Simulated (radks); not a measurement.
Problem. Coherent X-ray form factor from a spherical all-electron density. Calculated with a radial shooting solver on a logarithmic mesh with Libxc functionals: scalar-relativistic Kohn-Sham, LDA (Slater exchange, VWN5 correlation), spin-polarised, spherical densities, finite nucleus; Fermi nuclear charge, rms radius of each element as measured or else 0.836 A^(1/3) + 0.57 fm.

sin(theta)/lambda (1/angstrom),f0 (electrons)
0.05,43.930
0.1,43.723
0.15,43.380
0.2,42.908
0.25,42.313
0.3,41.604
0.4,39.889
0.5,37.857
0.6,35.613
0.8,30.905
1,26.473
1.25,21.939
1.5,18.667
2,14.668

The species is in the configuration that NIST lists as its ground one. Which atom or ion scatters so?

Solution. The iridium ion Ir33+, [Kr] 4d8. Extrapolating in s^2 from the first two rows gives f0(0) = 44.0, near the electron count 44; among species with that count, the fall with angle is slower the higher Z, and the table is that of Z = 77; from so few rows the species is fixed only to a neighbour or two.
